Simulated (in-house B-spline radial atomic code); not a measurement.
Results of a calculation; reference values are marked as such.
# Building a PAW p channel for As, r_c = 2.22 bohr

As, [Ar] 3d10 4s2 4p3, non-relativistic LDA (VWN5), spherical and spin-unpolarised, from an all-electron radial atomic-structure program (B-spline basis) (atomic units; all potentials screened as in the neutral atom).

Two all-electron partial waves φ1, φ2 are integrated outwards at E1 = ε(4p) = -0.197497 and E2 = E1 + 2 hartree; φ1 is the bound orbital and φ2 has unit norm inside r_c = 2.2187 bohr. Smooth partners are polynomials, r^2(a0 + a1 r² + a2 r⁴ + a3 r⁶), matched to φ and three derivatives at r_c, with no condition on the norm. The local potential is -4.54294 + (2.15981) r² + (-0.441197) r⁴ + (0.0335884) r⁶ inside 1.8165 bohr and the all-electron one outside.

```csv
wave,φ(r_c),φ'(r_c),a0,a1,a2,a3
1,0.6557475,-0.09819777,0.4821832,-0.1249761,0.01398323,-0.0006086719
2,0.7750022,2.139308,-1.795089,0.8792716,-0.1289117,0.006270694
```

Inside r_c the overlaps are <φi φj> = [[0.43968, -0.36974], [-0.36974, 1.00000]] and, for the smooth waves, [[0.46092, -0.40365], [-0.40365, 1.06853]]. With χj = (Ej − T − V_local) applied to smooth wave j, the program's quadrature gives the matrix B_ij = <smooth i, χj> as [[0.16790, -0.47927], [-0.41145, 1.45038]].

(1) Check the match of the first wave, and find the augmentation charges q_ij.

(2) B isn't symmetric. Show that D_ij = B_ij + Ej q_ij is.

Solving (T + V_local + Σ p D p) ψ = E (1 + Σ p q p) ψ in a sphere of 9 bohr, whose wall lifts the free-atom level a little, gives these levels:

```csv
all-electron,one projector,two projectors
-0.197314,-0.197314,-0.197314
0.099078,0.098828,0.099061
0.419762,0.417800,0.419680
0.896251,0.887123,0.896100
1.517580,1.486310,1.517540
```

(3) What does the second projector gain?

Answers

(1) At r_c the four terms are 2.37361, -3.02846, 1.66801, -0.35741, which sum to 0.6558, φ1(r_c) to rounding. q_ij is the all-electron overlap less the smooth one: [[-0.02124, 0.03391], [0.03391, -0.06853]]. The smooth first wave has a norm of 0.4609 inside r_c against 0.4397, so q11 is negative and must stay small enough for the overlap operator to be positive.

(2) Integrating by parts gives B12 − B21 = (E1 − E2) q12: -0.47927 − (-0.41145) = -0.06782, and −2 × (0.03391) = -0.06782. So D12 = -0.47927 + (1.802503)(0.03391) = -0.41815 and D21 = -0.41145 + (-0.197497)(0.03391) = -0.41815; D11 = 0.17210, D22 = 1.32685. The projectors, p = (B⁻¹)ᵀ χ, are dual to the smooth waves; det B = 0.046.

(3) With one projector the errors are 0.00, -0.25, -1.96, -9.13, -31.27 millihartree. With two the errors are 0.00, -0.02, -0.08, -0.15, -0.04 millihartree. The scattering is exact at E1 and at E2 = 1.803, and over all levels compared the largest error is 0.15 millihartree. The lowest eigenvalue of the overlap operator is 0.8542 with one and 0.9294 with two projectors. The smooth orbital alone needs a cutoff of 3.81 hartree for 1 millihartree of kinetic energy, against 7.22 for a norm-conserving Troullier-Martins orbital of the same radius; part of the gain comes from giving up the norm, part from the simpler form.
